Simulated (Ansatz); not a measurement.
A structure relaxed at B3LYP-D4/def2-SVP in Ansatz, charge 0, doublet:

```xyz
7

Pd   -1.335   -1.471   -0.213
Pd    0.927   -0.304    0.903
Pd   -1.174    1.216    0.358
Pd    0.424    0.057   -1.674
H     1.777    0.992    0.836
H    -0.436    1.338   -1.106
H    -0.183   -1.829    0.895
```

Task: Give its formula and point group.

Result: Pd₄H₃. Point group Cs (tolerance 0.1 Å).

Task: Summarise the bond lengths by kind (pairs closer than 1.2 times the sum of covalent radii, bridged metal pairs left out).

Result: 4 × Pd–Pd 2.65 to 2.75 Å; 5 × H–Pd 1.55 to 1.89 Å.

In the def2 sets Pd takes a core potential; there is no spin–orbit coupling. Another isomer (doublet) lies 0.26 eV lower at PBE0-D4/def2-TZVP; other spin states weren't run for this one.
